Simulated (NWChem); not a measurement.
Molecule: NaOH; SMILES [OH][Na]

```xyz
3

Na     0.0000     0.0000    -0.9156
O      0.0000     0.0000     1.0134
H      0.0000     0.0000     1.9645
```
Atoms are numbered in this order, from 1.

Results from NWChem. Structure relaxed at the PBE0-D3(BJ)/def2-TZVP level.

For level PBE/cc-pVTZ:

```yaml
highest occupied level (eV): -3.64
orbital gap (eV): 1.86
dipole (D): 6.18
```

### Question
What are these values for level PBE/cc-pVDZ?

### Answer
| Property | Value |
|---|---|
| highest occupied level (eV) | -3.38 |
| orbital gap (eV) | 1.60 |
| dipole (D) | 5.64 |
